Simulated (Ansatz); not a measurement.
Computed with Ansatz on PBE0-D4/def2-TZVP structures; ΔE is electronic, products minus reactants. CBS: MP2 limit from def2 TZ/QZ plus the TZ coupled-cluster correction, frozen cores. This one scheme is used for every species. DFT in def2-TZVPP. B3LYP here is the variant with VWN-RPA as its local correlation; programs differ in this. For Ge outer-core shells are correlated without core-valence functions, which leaves a few kJ/mol of doubt a bond. Scalar relativity is left out up to krypton. Each species was taken in one conformer, which may not be the lowest.

Reaction (ligand exchange at the Si–O bond): `O[SiH2][O][GeH3]` + `BN` → `BN[SiH2]O` + `[OH][GeH3]`

`O[SiH2][O][GeH3]`:

```xyz
10

O    -1.967    0.845   -0.126
Si   -0.833    0.440    0.992
O     0.248   -0.643    0.437
Ge    1.464   -0.594   -0.861
H    -2.619    0.183   -0.360
H    -1.467   -0.185    2.180
H    -0.171    1.725    1.318
H     0.790   -1.063   -2.159
H     2.574   -1.557   -0.426
H     1.981    0.848   -0.994
```

`BN`:

Cartesian coordinates in Å:
```
B 0.195 0.281 -0.591
N -0.201 -0.289 0.608
H 1.312 0.700 -0.693
H -0.589 0.340 -1.493
H -1.123 -0.661 0.763
H 0.405 -0.372 1.406
```

`BN[SiH2]O`:

Cartesian coordinates in Å:
```
B -0.803 1.555 -0.006
N 0.205 0.673 0.404
Si 0.182 -1.061 0.265
O 1.282 -1.626 -0.817
H -1.792 1.107 -0.511
H -0.663 2.735 0.149
H 1.029 1.086 0.821
H 0.600 -1.669 1.547
H -1.206 -1.414 -0.114
H 1.166 -1.387 -1.738
```

`[OH][GeH3]`:

Z-matrix (Å, degrees):
```
Ge
O 1 1.783
H 1 1.531 2 104.3
H 1 1.541 2 109.9 3 119.6
H 1 1.541 2 109.9 3 -119.6
H 2 0.959 1 112.7 3 180.0
```

```json
{"species": "`O[SiH2][O][GeH3]`", "B3LYP energy (Eh)": "-2520.81269"}
{"species": "`BN`", "B3LYP energy (Eh)": "-82.08383"}
{"species": "`BN[SiH2]O`", "B3LYP energy (Eh)": "-448.14109"}
{"species": "`[OH][GeH3]`", "B3LYP energy (Eh)": "-2154.72772"}
```

Task: Work out ΔE.

Result: ΔE = (-448.14109) + (-2154.72772) − (-2520.81269) − (-82.08383) = 0.02771 Eh = +72.8 kJ/mol. CCSD(T)/CBS gives +70.6 kJ/mol.

Task: What do rigid-rotor, harmonic-oscillator terms from PBE0-D4/def2-TZVP frequencies (298.15 K, 1 bar) make of the CCSD(T)/CBS value? (Best estimate.)

Result: Ansatz gave: ΔZPE = -2.3 kJ/mol, ΔH = +67.7 kJ/mol, ΔS = -2 J/(mol·K), ΔG = +68.1 kJ/mol. Modes under 50 cm⁻¹ make the entropy rough.

Largest T1 diagnostic among the species: 0.012.

From BLYP to BHLYP (50 % exact exchange), in def2-TZVPP and without D4, ΔE moves by +4.6 kJ/mol. In def2-TZVPP, CCSD(T) changes the Hartree–Fock value by −7.8 kJ/mol (the triples alone add −1.1 kJ/mol) and MP2 by −8.2 kJ/mol. Leaving LDA and LC-ωPBE aside and taking each functional with its dispersion term where it has one, the values, not all of them listed here, spread over 13.5 kJ/mol, from revPBE-D4 to BHLYP-D4.
